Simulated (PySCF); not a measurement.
# An excited-state table with gaps

Compound: 2-methylpyridine-N-oxide, C₆H₇NO.
Z-matrix (Å and degrees, GFN2-xTB geometry), rows numbered from 1:
```
C 
C   1  1.4886
C   2  1.3784  1  124.30
C   3  1.3863  2  121.03  1   180.00
C   4  1.3859  3  117.97  2     0.00
C   5  1.3743  4  119.64  3    -0.05
N   6  1.3519  5  122.05  4     0.04
O   7  1.2584  2  120.25  1     0.02
H   1  1.0902  2  109.53  3   121.84
H   1  1.0852  2  111.29  3     0.04
H   1  1.0902  2  109.53  3  -121.74
H   3  1.0790  2  118.50  1     0.03
H   4  1.0774  3  120.87  2   179.99
H   5  1.0782  4  121.07  3   179.97
H   6  1.0793  5  123.17  4  -179.93
```

Theory: PySCF 2.14.0, density-fitted response routines, TDDFT CAM-B3LYP/def2-SVPD, vertical, gas phase, core orbitals frozen in the response.

Orbital energies (eV): HOMO-3 -11.48, HOMO-2 -9.19, HOMO-1 -8.79, HOMO -7.56, LUMO -0.14, LUMO+1 0.34, LUMO+2 1.24.

Lowest singlets, with some entries withheld (?).

```csv
state,E (eV),f,"main configurations (H = HOMO, L = LUMO)"
S1,4.57,0.037,"H→L+1 (67%), H→L (19%), H-2→L (11%)"
S2,4.60,0.0000,H-1→L (96%)
S3,4.99,0.175,"H→L (74%), H→L+1 (17%)"
S4,5.82,0.0003,H-1→L+1 (98%)
S5,?,0.286,"H-2→L (77%), H→L+1 (14%)"
S6,?,0.019,H→L+2 (81%)
S7,?,0.0004,"H→L+3 (69%), H→L+4 (14%), H→L+5 (8%)"
S8,?,0.413,H-2→L+1 (89%)
```

(1) What stands in place of each question mark?

(2) What is the mean static polarisability from the same response equations?

(3) Where do the lowest triplets lie (Tamm–Dancoff)?

(4) How far apart are S3 and S8, in eV and cm⁻¹?

## Answers

(1) 
- S5: E = 6.18 eV
- S6: E = 6.18 eV
- S7: E = 6.77 eV
- S8: E = 6.87 eV

(2) 83.2 au (12.32 Å³), with principal values 49.8, 91.1 and 108.6 au.

(3) T1 2.78 eV, H→L (92%); T2 3.97 eV, H→L+1 (93%); T3 4.31 eV, H-1→L (94%). E(S1) − E(T1) = +1.79 eV.

(4) 6.870 − 4.989 = 1.881 eV, or about 15170 cm⁻¹.
